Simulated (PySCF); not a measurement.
Question: Write Cartesian coordinates for `CB(c1cc[n+](cc1)[GaH3-])C` as optimised with PBE0-D3(BJ)/def2-SVP.

Answer: 
```xyz
23
C7H13BGaN angstrom
C     -3.0926    0.9935    0.0785
B     -2.1705   -0.2764    0.0839
C     -2.7457   -1.7359    0.1204
C     -0.5918   -0.0760    0.0487
C     -0.0073    1.1981   -0.0253
C      1.3745    1.3370   -0.0525
N      2.1905    0.2799   -0.0103
Ga     4.2924    0.5470   -0.1150
C      1.6690   -0.9478    0.0639
C      0.2968   -1.1616    0.0926
H     -4.1659    0.7691    0.1419
H     -2.8303    1.6768    0.9053
H     -2.9207    1.5770   -0.8445
H     -2.3669   -2.3304   -0.7299
H     -3.8430   -1.7855    0.1146
H     -2.3853   -2.2613    1.0235
H     -0.6252    2.0974   -0.0605
H      1.8592    2.3159   -0.1030
H      4.4899    0.5336   -1.6872
H      4.3872    1.9526    0.6111
H      4.7295   -0.7541    0.6779
H      2.3864   -1.7719    0.1053
H     -0.0729   -2.1871    0.1528
```

Orientation and origin are arbitrary. Atoms count from 1 in this order. N7 (nitrogen bonded to 2 C and Ga) is planar (angles 120.3°, 120.3° and 119.4°, sum 360.0°, 0.01 Å off the plane of its three neighbours). The 6-membered ring C4–C5–C6–N7–C9–C10 has internal angles of 116.1° to 121.9°; it is planar, 0.00 Å rms from its mean plane, widest ring torsion 0°. B2 (three-coordinate boron) is planar (angles 122.5°, 118.8° and 118.7°, sum 360.0°, 0.00 Å off the plane of its three neighbours). Of the pairs four or more bonds apart, C1···H17 is among the closest relative to their van der Waals radii: 2.71 Å, 93 % of the sum of Bondi's values.

Bonds between heavy atoms (Å): C1–B2 1.569, B2–C3 1.569, B2–C4 1.592, C4–C5 1.404, C5–C6 1.389, C6–N7 1.336, N7–Ga8 2.121, N7–C9 1.336, C9–C10 1.389, C4–C10 1.404.

The calculation used PBE0-D3(BJ)/def2-SVP geometry optimisation, gas phase (PySCF).

Point group: near Cs, missed by 0.12 Å at most; the miss may be what the optimiser left on a soft mode. Not checked by PBE0-D3(BJ)/def2-SVP frequencies.
